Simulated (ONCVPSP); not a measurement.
**Ranking ONCV potentials for zirconium**

All share these settings but for the change named:

ONCVPSP 4.0.1 input, shortened (lines: element, Z, core and valence counts, functional; n l f; lmax; l rc ep ncon nbas qcut; lloc lpopt rc5 dvloc0; l nproj debl; icmod fcfact rcfact), PBE, scalar-relativistic:

```
  Zr 40.00    6    5        4      upf
    1    0    2.00
    2    0    2.00
    2    1    6.00
    3    0    2.00
    3    1    6.00
    3    2   10.00
    4    0    2.00
    4    1    6.00
    4    2    2.00
    5    0    1.00
    5    1    1.00
    2
    0    2.05    0.00    4    7    5.80
    1    2.55    0.00    4    7    4.30
    2    1.85    0.00    5    9    5.20
    4    5    1.60    2.00
    0    2    1.70
    1    3    0.80
    2    1    3.60
    3    5.75    1.75
```

Test errors are all-electron minus pseudo excitation energies from the reference, over 4s2 4p6 4d2 5s2 5p0; 4s2 4p6 4d2 5s1 5p0; 4s2 4p6 4d2 5s0 5p0; 4s2 4p6 4d2 5s0 5p1. None of these files shows a bound ghost.

The base gives 8.7 meV.

Of 5 variants that were run, those that failed, showed a ghost or another fault, or gave nearly equal values are left out.

Question: Rank these variants by their largest absolute test error, smallest first.
A. s: qcut 8.9
B. all radii but the core radius scaled by about 1.21 (s 2.48, p 3.08, d 2.24 bohr); local potential polynomial inside 1.94 bohr (lpopt 5, dvloc0 2 Ha)
C. p: rc 3.6

Answer: A (7.6 meV), B (21.7 meV), C (44.4 meV).
